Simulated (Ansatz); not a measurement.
Basis-set series for `C[NH][GeH2][NH2]`. Charge 0, multiplicity 1. The structure was optimised at the PBE0-D4/def2-TZVP level. It is one conformer, not always the lowest.

| functional | basis | functions | energy (Eh) | HOMO (eV) | LUMO (eV) |
| --- | --- | --- | --- | --- | --- |
| PBE0-D4 | def2-SVP | 114 | -2228.62359 | -6.34 | 1.24 |
| PBE0-D4 | def2-TZVPP | 253 | -2229.06598 | -6.53 | 0.74 |
| ωB97M-V | def2-SVP | 114 | -2228.85754 | -8.67 | 2.99 |
| ωB97M-V | def2-TZVPP | 253 | -2229.30763 | -8.87 | 2.28 |

(1) Give the rows for def2-QZVPP. (Best estimate.)

## Answers

(1) The calculation gave: 
```tsv
functional	basis	functions	energy (Eh)	HOMO (eV)	LUMO (eV)
PBE0-D4	def2-QZVPP	500	-2229.12082	-6.58	0.43
ωB97M-V	def2-QZVPP	500	-2229.36101	-8.91	1.77
```

Positive LUMOs are unbound and depend on the basis. Scalar relativity is left out up to krypton.

Results of the Gaussian-basis code of Ansatz.
